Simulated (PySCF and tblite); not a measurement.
C₉H₁₅FSi, numbered as in [CH3:1][Si:2]([CH3:3])([CH3:4])[C:5]1=[C:6]([CH2:7][F:8])[CH2:9][CH:10]=[CH:11]1. Conformers came from 90 starts (ETKDG, MMFF94s, GFN2-xTB); geometries are GFN2-xTB. Free energies are PBE0-D3(BJ)/6-31G* single points with GFN2-xTB rigid-rotor and vibrational terms (modes under about 100 cm⁻¹ blended into free rotors). Symmetry numbers and mirror images are counted. Conformers within 2.5 kcal/mol (GFN2-xTB free energy) were kept, 4 at most. GIAO shieldings: PBE0/6-31G*. Shifts are against TMS (¹H), TMS (¹³C), CFCl3 (¹⁹F), TMS (²⁹Si) at the same level. Codes: tblite and PySCF.

Torsions listed: C1–Si2–C5–C6, C9–C6–C7–F8. The 5-ring runs over atoms 5–6–9–10–11. Of a mirror pair one member is shown.

Two conformers hold nearly all the population. I: 5-ring flat; 63°, 56°; δ(C5) = 138.65 ppm. II: 5-ring flat; 161°, -126°; δ(C5) = 141.95 ppm. The average over the ensemble at 298.15 K is 139.97 ppm.

Task: What populations and free-energy difference follow from a two-state model?

Result: p(I) = (139.97 − 141.95)/(138.65 − 141.95) = 0.60, so K = p(II)/p(I) = 0.67 and G(II) − G(I) = −RT ln K = 0.24 kcal/mol. The weights computed directly are 60.1 % and 39.9 %.
